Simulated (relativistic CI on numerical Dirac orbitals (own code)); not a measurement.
Energy levels of W19+

Computed by Dirac-Coulomb-Breit CI, separate exchange-only KLI orbitals for each configuration, QED by a radiative potential, unscaled Slater integrals (own radial code, finite nucleus).

CI space (outside the closed core [Ar] 3d10 4d10): 4s2.4p6.4f9, 4s2.4p6.4f8.5s, 4s2.4p6.4f7.5s.5p, 4s2.4p6.4f8.5p, 4s2.4p6.4f8.6s, 4s2.4p5.4f10, 4s2.4p6.4f7.5s2, 4s2.4p6.4f6.5s2.5p, 4s2.4p6.4f6.5s2.6s, 4p6.4f11, 4p5.4f12. Double excitations out of closed p, d and f shells are left out; levels of such configurations are missing from the list, as are those of other unlisted configurations, and high levels can miss mixing partners.

The lowest level is 4s2.4p6.4f9 6H°_15/2, with 85 % of that term; Hund's rules for 4s2.4p6.4f9 give 6H° with J = 15/2, in agreement.

```
No.  Configuration  Term     J  E (cm⁻¹)   %  Next component (%)  Lifetime (s)
  1    4s2.4p6.4f9   6H°  15/2       0.0  85              14 4I°              
  2    4s2.4p6.4f9   6H°  13/2   12481.9  91               7 4I°      1.07e-02
  3    4s2.4p6.4f9   6H°  11/2   17541.3  49              32 6F°      1.67e-01
  4    4s2.4p6.4f9   6F°   9/2   20523.6  46              29 4F°      2.03e+02
  5    4s2.4p6.4f9   6F°  11/2   21742.9  57              36 6H°      3.65e-02
  6    4s2.4p6.4f9   6H°   9/2   24890.0  67              19 6F°      3.07e-02
  7    4s2.4p6.4f9   6H°   7/2   28464.8  63              15 4G°      3.75e-02
  8    4s2.4p6.4f9   6F°   7/2   29997.5  66              16 6H°      4.17e-02
  9    4s2.4p6.4f9   6H°   5/2   31993.4  78              17 4G°      2.53e-01
 10    4s2.4p6.4f9   6F°   5/2   34659.6  81              10 4D°      9.29e-02
 11    4s2.4p6.4f9   6F°   3/2   34798.2  65              22 4D°      2.74e+01
 12    4s2.4p6.4f9   6F°   1/2   37852.9  76              22 4D°      2.63e-01
 13    4s2.4p6.4f9   4I°  15/2   40545.4  30              23 2K°      2.95e-03
 14    4s2.4p6.4f9   4F°   9/2   45764.5  38              29 6F°      2.43e-03
 15    4s2.4p6.4f9   4M°  21/2   48980.6  86              13 2N°              
 16    4s2.4p6.4f9   4G°  11/2   49258.7  73              12 6H°      1.75e-03
 17    4s2.4p6.4f9   4K°  17/2   49651.9  48              25 4L°      3.82e-02
 18    4s2.4p6.4f9   4L°  19/2   51824.4  47              43 4M°      1.93e+00
 19    4s2.4p6.4f9   4I°  13/2   53993.6  51              24 4K°      2.92e-03
 20    4s2.4p6.4f9   2P°   3/2   55954.3  28              26 4P°      3.96e-03
 21    4s2.4p6.4f9   4F°   7/2   57130.4  38              23 4D°      3.74e-03
 22    4s2.4p6.4f9   4I°  11/2   59932.0  57              14 4K°      4.71e-03
 23    4s2.4p6.4f9   4P°   5/2   60295.3  39              27 6P°      1.04e-02
 24    4s2.4p6.4f9   4M°  15/2   60844.3  43              26 4I°      3.12e-03
 25    4s2.4p6.4f9   4I°   9/2   64438.0  43              21 2H°      4.23e-03
 26    4s2.4p6.4f9   4M°  17/2   65487.3  60              37 4K°      9.47e-03
 27    4s2.4p6.4f9   4K°  15/2   65833.4  50              16 4L°      9.12e-03
 28    4s2.4p6.4f9   4I°   9/2   65993.6  33              22 4H°      5.67e-03
 29    4s2.4p6.4f9   4D°   5/2   67604.3  47              30 4F°      2.38e-03
 30    4s2.4p6.4f9   4M°  19/2   67605.8  53              39 4L°      7.24e-03
 31    4s2.4p6.4f9   2F°   7/2   67937.9  34              27 4F°      2.35e-03
 32    4s2.4p6.4f9   4G°   7/2   69114.2  33              23 6P°      6.42e-03
 33    4s2.4p6.4f9   6P°   3/2   70705.8  26              25 2D°      3.82e-03
 34    4s2.4p6.4f9   4H°  13/2   70770.6  64              15 4I°      3.13e-03
 35    4s2.4p6.4f9   4G°   5/2   70997.7  33              20 2F°      3.00e-03
 36    4s2.4p6.4f9   4P°   1/2   71836.1  44              27 4D°      2.44e-03
 37    4s2.4p6.4f9   4H°  11/2   72831.9  55              17 4G°      6.47e-03
 38    4s2.4p6.4f9   4L°  17/2   74310.4  60              23 2L°      1.19e-02
 39    4s2.4p6.4f9   4K°  13/2   74632.1  36              26 4L°      4.13e-03
 40    4s2.4p6.4f9   4G°  11/2   75506.2  51              14 4H°      1.86e-03
 41    4s2.4p6.4f9   6P°   7/2   76072.6  34              24 4G°      3.40e-03
 42    4s2.4p6.4f9   4F°   5/2   77271.8  44              31 4G°      5.69e-03
 43    4s2.4p6.4f9   4G°   9/2   77785.4  69               8 2G°      1.01e-03
 44    4s2.4p6.4f9   4F°   3/2   78485.6  60              18 6P°      5.69e-03
 45    4s2.4p6.4f9   4L°  13/2   79937.1  36              32 2K°      9.74e-03
```

Energies count from the lowest computed level; ° marks odd parity; lifetimes are radiative, by E1, M1, E2, M2, E3 decay to levels of this space only; some are left blank where a channel outside the calculation adds to the decay or the decay crosses a small, uncertain gap.

The mean weight of the leading LS term, summed over parents, in these 45 levels is 53 %, and that of the leading jj configuration (from the same eigenvectors) 53 %.

At this charge energies of transitions that change n are usually good to better than 1 %, and those within a shell (Δn = 0) to a few per cent. Terms inside the open d or f shell come out 10 to 20 % too wide with unscaled integrals.

LS names give the leading component of a level, which can be under half, so a name can repeat, a term be missing and a line seem to break the LS rules.
